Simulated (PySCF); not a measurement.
Ge(Cl)(SH)3 (ClGeH3S3), SMILES [SH][Ge]([SH])([SH])[Cl]. The structure is a stationary point at PBE-D3(BJ)/def2-SVP. The structure was generated by enumeration, and PubChem lists no compound with its InChIKey, so it may never have been made. Other conformers were not sampled.

Computed equilibrium geometry at PBE-D3(BJ)/def2-SVP (PySCF confirms it by a frequency run) as a Z-matrix (one conformer of several):
```
Ge
Cl 1 2.1736
S 1 2.2343 2 106.15
H 3 1.3642 1 91.57 2 -156.67
S 1 2.2372 2 113.44 3 -116.80
H 5 1.3637 1 92.03 2 -87.25
S 1 2.2399 2 102.72 3 123.47
H 7 1.3643 1 92.47 2 -176.47
```
Charge 0, spin multiplicity 1.
